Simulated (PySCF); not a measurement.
Excitation energy of S²⁺ by level of theory

S²⁺ [Ne] 3s2 3p2 (3P) → S²⁺ [Ne] 3s1 3p3, s spin flipped, as a difference of total energies. Computed with PySCF 2.14 in dyall-av3z, with the spin-free X2C one-electron Hamiltonian (Gaussian nucleus). Correlated levels: valence: [Ne] frozen; virtual orbitals above 40 to 60 times the deepest correlated orbital energy dropped. The calculations carry no spin-orbit coupling.

```csv
method,excitation energy (eV)
UHF,15.248
MP2 (valence),13.196
SCS-MP2 (valence),13.046
```

How much does correlation contribute at MP2 (valence)?

13.196 − (15.248) = -2.052 eV, measured against UHF.

The upper determinant mixes two multiplicities, so it lies between the two terms.

The coupled-cluster amplitudes are large for the upper state (T1 above 0.03 or a double amplitude above 0.15), so a single reference is strained.
